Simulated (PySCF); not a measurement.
Two species compared at the same levels of theory.

First species: dihydrogen, H2.

Second species: C5H5Cl2NO.
Numbering: `[CH3:1][C:2]([Cl:3])([Cl:4])[C:5]#[C:6][C:7]([NH2:8])=[O:9]` (hydrogens: H10, H11, H12 on C1; H13, H14 on N8)

Cartesian coordinates in Å at the GFN2-xTB level; atoms count from 1:
```xyz
14
C5H5Cl2NO angstrom
C      2.5485    0.5001    0.6679
C      1.3490   -0.1947    1.2779
Cl     1.0039    0.4947    2.9086
Cl     1.6997   -1.9514    1.4889
C      0.1565   -0.0748    0.4816
C     -0.8779   -0.0154   -0.1302
C     -2.0433    0.1333   -0.9843
N     -3.1639   -0.3951   -0.4402
O     -1.9986    0.6744   -2.0633
H      3.4188    0.3773    1.3078
H      2.3339    1.5605    0.5518
H      2.7569    0.0719   -0.3105
H     -4.0251   -0.3423   -0.9587
H     -3.1588   -0.8391    0.4606
```

Levels: CAM-B3LYP/def2-SVPD for dipole moment, HOMO energy, LUMO energy, HOMO–LUMO gap, static isotropic polarisability and electronic spatial extent ⟨r²⟩ about the centre of nuclear charge; TDDFT CAM-B3LYP/def2-SVPD for lowest singlet excitation; TDA CAM-B3LYP/def2-SVPD for lowest triplet excitation (Tamm–Dancoff); GFN2-xTB for smallest rotational constant. Geometries: GFN2-xTB. Each species is one conformer at its optimised geometry, gas phase, non-relativistic unless stated. Electronic properties by PySCF.

Dipoles, sizes and rotational constants follow the conformer. The torsions of the flexible species, by atom-mapped SMILES:
- `[CH3:1][C:2]([Cl:3])([Cl:4])[C:5]#[C:6][C:7]([NH2:8])=[O:9]`: H–N8–C7–C6 180°, H–N8–C7–C6 0°

(1) Which of the two has the higher smallest rotational constant, and by how much?

(2) Which has the higher HOMO–LUMO gap?

(3) Which of the two has the higher T1 energy, and by how much?

(4) Which of the two has the higher S1 energy, and by how much?

(5) Which of the two has the higher HOMO energy, and by how much?

(6) Which of the two has the higher static isotropic polarisability, and by how much?

(7) Which has the higher ⟨r²⟩?

(8) Which has the higher LUMO energy?

## Answers

(1) The first: 1662.531 GHz against 0.527 GHz, a difference of 1662.004 GHz.

(2) The first: 15.85 eV against 8.93 eV, a difference of 6.92 eV.

(3) The first: 9.82 eV against 4.44 eV, a difference of 5.38 eV.

(4) The first: 12.45 eV against 4.84 eV, a difference of 7.61 eV.

(5) The second: -9.57 eV against -13.31 eV, a difference of 3.74 eV.

(6) The second: 101.4 au against 5.5 au, a difference of 95.9 au.

(7) The second: 2153 bohr² against 5 bohr², a difference of 2148 bohr².

(8) The first: 2.54 eV against -0.64 eV, a difference of 3.18 eV.

On the first: S1 lies 3.40 eV below the HOMO–LUMO gap; its leading configuration is HOMO→LUMO, weight 1.00. No computed singlet falls in the visible range (750 to 380 nm, 1.65 to 3.26 eV); S1 lies 9.19 eV above its blue end.

On the second: The vertical singlet–triplet gap S1 − T1 is 0.40 eV (TDDFT singlet less Tamm–Dancoff triplet; S1: HOMO→LUMO, weight 0.88; T1: HOMO→LUMO, weight 0.85). The dipole equals about 6.5 × 10⁻³⁰ C·m (1 D = 3.33564 × 10⁻³⁰ C·m).
